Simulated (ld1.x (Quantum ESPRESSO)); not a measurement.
Be (Z = 4): one change to a TM potential, before and after

```
Element                 : beryllium
Generator               : ld1.x (Quantum ESPRESSO) 7.5
Type                    : norm-conserving Troullier–Martins (Kleinman–Bylander form)
Functional              : PBEsol
Relativity              : non-relativistic
Frozen core             : [He]
Valence charge          : 2
Reference configuration : 2s1.75 2p0.25
Partial waves           : 2s (bound): rc 1.30 bohr; 2p (bound): rc 4.20 bohr; 3d channel at 0.15 Ry: rc 4.50 bohr
Local potential         : the d channel
Core correction         : none
```

All-electron outer shells of the reference configuration (PBEsol, non-relativistic, ld1.x):

```csv
shell,level (eV),outermost node (bohr),outermost maximum (bohr)
2s,-5.70,0.60,2.04
2p,-2.12,–,2.31
```

Change: core correction a·sin(br)/r model core inside 0.60 bohr.

Cutoffs: the cutoffs (Ry, on a coarse ladder) from which the occupation-weighted sum of valence levels, in a spherical-Bessel basis at the reference potential, stays within 10 and 1 mRy of its value at 400 Ry; they do not see the model core or the augmentation charge, which bear on the density cutoff. Errors are all-electron minus pseudo energies relative to the spin-unpolarised reference configuration.

Question: How do hardness, ghosts and transferability respond?

Answer: The potential gets neither clearly harder nor softer (25 Ry and 45 Ry → 25 Ry and 45 Ry); of the 6 tests that both files solve, the error grows in 3 and shrinks in 0 by more than 15 % and 0.3 meV (median size 21.3 → 21.0 meV); neither file shows a bound ghost. A model core, the more so a compact one, raises the density cutoff, which this test does not measure.

| quantity | base | changed |
| --- | --- | --- |
| cutoff, loose | 25 Ry | 25 Ry |
| cutoff, tight | 45 Ry | 45 Ry |
| bound ghosts | none | none |
| error for 2s2 2p0, meV [ΔE -0.89 eV] | -1.3 | -1.4 |
| error for 2s1 2p0, meV [ΔE 8.56 eV] | +31 | +29 |
| error for 2s1.5 2p0, meV [ΔE 2.83 eV] | +9.6 | +9.6 |
| error for 2s0 2p1, meV [ΔE 12.47 eV] | -127 | -156 |
| error for 2s0 2p2, meV [ΔE 6.31 eV] | -54 | -76 |
| error for 2s1 2p1, meV [ΔE 2.70 eV] | -11 | -13 |
| s: phases at 4.93 bohr within 0.05 rad from the reference energy up to (Ry; the scan ends near 5) | 0.3 | 0.3 |
| p: phases at 4.93 bohr within 0.05 rad from the reference energy up to (Ry; the scan ends near 5) | 0.4 | 0.4 |
| d: phases at 4.93 bohr within 0.05 rad from the reference energy up to (Ry; the scan ends near 5) | 1.3 | 1.3 |
